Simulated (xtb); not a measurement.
xtb input (GFN2-xTB):

```bash
xtb mol.xyz --gfn 2 --sp --chrg 0 --uhf 0
```
mol.xyz:
```
4

Hf     0.01372023    -0.14374575     0.23134662
O     -0.01806512    -1.57970964    -0.81752610
O      0.70701614     1.44778047    -0.67047479
O     -0.81243306     1.42564092    -0.59411871
```

End of the output:

```
         :::::::::::::::::::::::::::::::::::::::::::::::::::::
         ::                     SUMMARY                     ::
         :::::::::::::::::::::::::::::::::::::::::::::::::::::
         :: total energy             -13.562365159373 Eh    ::
         :: gradient norm              0.055952083324 Eh/a0 ::
         :: HOMO-LUMO gap              2.334220955389 eV    ::
         ::.................................................::
         :: SCC energy               -13.586655470071 Eh    ::
         :: -> isotropic ES            0.043650523551 Eh    ::
         :: -> anisotropic ES          0.005356959225 Eh    ::
         :: -> anisotropic XC         -0.019066991870 Eh    ::
         :: -> dispersion             -0.002140000676 Eh    ::
         :: repulsion energy           0.024290310698 Eh    ::
         :: add. restraining           0.000000000000 Eh    ::
         :: total charge               0.000000000000 e     ::
         :::::::::::::::::::::::::::::::::::::::::::::::::::::

           -------------------------------------------------
          |                Property Printout                |
           -------------------------------------------------

    * Orbital Energies and Occupations

         #    Occupation            Energy/Eh            Energy/eV
      -------------------------------------------------------------
         1        2.0000           -0.7714294             -20.9917
         2        2.0000           -0.7107575             -19.3407
         3        2.0000           -0.6772925             -18.4301
         4        2.0000           -0.5862817             -15.9535
         5        2.0000           -0.5623667             -15.3028
         6        2.0000           -0.5307911             -14.4436
         7        2.0000           -0.4701061             -12.7922
         8        2.0000           -0.4657852             -12.6747
         9        2.0000           -0.4524785             -12.3126
        10        2.0000           -0.4405725             -11.9886
        11        2.0000           -0.4282667             -11.6537 (HOMO)
        12                         -0.3424857              -9.3195 (LUMO)
        13                         -0.3066723              -8.3450
        14                         -0.3051703              -8.3041
        15                         -0.2778316              -7.5602
        16                         -0.2597376              -7.0678
        17                         -0.2116199              -5.7585
        18                         -0.1961203              -5.3367
        19                         -0.0877902              -2.3889
        20                          0.1157877               3.1507
        21                          0.2925574               7.9609
      -------------------------------------------------------------
                  HL-Gap            0.0857810 Eh            2.3342 eV
             Fermi-level           -0.3853762 Eh          -10.4866 eV

     #   Z          covCN         q      C6AA      α(0)
     1  72 Hf       2.093     1.038   568.572    65.362
     2   8 O        0.699    -0.448    22.731     6.388
     3   8 O        1.523    -0.295    19.020     5.882
     4   8 O        1.523    -0.295    19.020     5.882

 Mol. C6AA /au·bohr⁶  :       1311.712328
 Mol. C8AA /au·bohr⁸  :     154395.718655
 Mol. α(0) /au        :         83.514520

Wiberg/Mayer (AO) data.
largest (>0.10) Wiberg bond orders for each atom

 ---------------------------------------------------------------------------
     #   Z sym  total        # sym  WBO       # sym  WBO       # sym  WBO
 ---------------------------------------------------------------------------
     1  72 Hf   3.907 --     2 O    1.972     3 O    0.967     4 O    0.967
     2   8 O    2.321 --     1 Hf   1.972     3 O    0.174     4 O    0.174
     3   8 O    2.139 --     4 O    0.998     1 Hf   0.967     2 O    0.174
     4   8 O    2.139 --     3 O    0.998     1 Hf   0.967     2 O    0.174
 ---------------------------------------------------------------------------

Topologies differ in total number of bonds
Writing topology from bond orders to xtbtopo.mol

molecular dipole:
                 x           y           z       tot (Debye)
 q only:        0.101      -0.549       1.851
   full:        0.173      -0.626       3.270       8.473
molecular quadrupole (traceless):
                xx          xy          yy          xz          yz          zz
 q only:        3.769       0.134      -6.797      -0.031      -0.408       3.028
Note: The following floating-point exceptions are signalling: IEEE_DENORMAL
normal termination of xtb
  q+dip:        2.575       0.102      -7.471       0.130      -0.890       4.896
   full:        5.738       0.175     -10.658      -0.023      -1.272       4.920

           -------------------------------------------------
          | TOTAL ENERGY              -13.562365159373 Eh   |
          | GRADIENT NORM               0.055952083324 Eh/α |
          | HOMO-LUMO GAP               2.334220955389 eV   |
           -------------------------------------------------

------------------------------------------------------------------------
------------------------------------------------------------------------
 total:
 SCF:
```
